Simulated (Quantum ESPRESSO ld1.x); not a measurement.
Values are calculated unless marked as measured or tabulated.
Coherent X-ray form factor from a spherical all-electron density. Level of theory: scalar-relativistic Kohn-Sham, LDA (Slater exchange, Perdew-Wang correlation), spin-polarised, spherical densities, point nucleus (ld1.x of Quantum ESPRESSO 7.5).

| sin(theta)/lambda (1/angstrom) | f0 (electrons) |
|---|---|
| 0.05 | 56.583 |
| 0.1 | 55.379 |
| 0.15 | 53.511 |
| 0.2 | 51.157 |
| 0.25 | 48.509 |
| 0.3 | 45.742 |
| 0.4 | 40.362 |
| 0.5 | 35.605 |
| 0.6 | 31.569 |
| 0.8 | 25.306 |
| 1 | 20.965 |
| 1.25 | 17.498 |
| 1.5 | 15.209 |
| 2 | 11.578 |

The species is in the configuration that NIST lists as its ground one. Which atom or ion scatters so?

Answer. The gadolinium ion Gd7+, [Kr] 4d10 4f6 5s2 5p3. Extrapolating in s^2 from the first two rows gives f0(0) = 57.0, near the electron count 57; among species with that count, the fall with angle is slower the higher Z, and the table is that of Z = 64; from so few rows the species is fixed only to a neighbour or two.
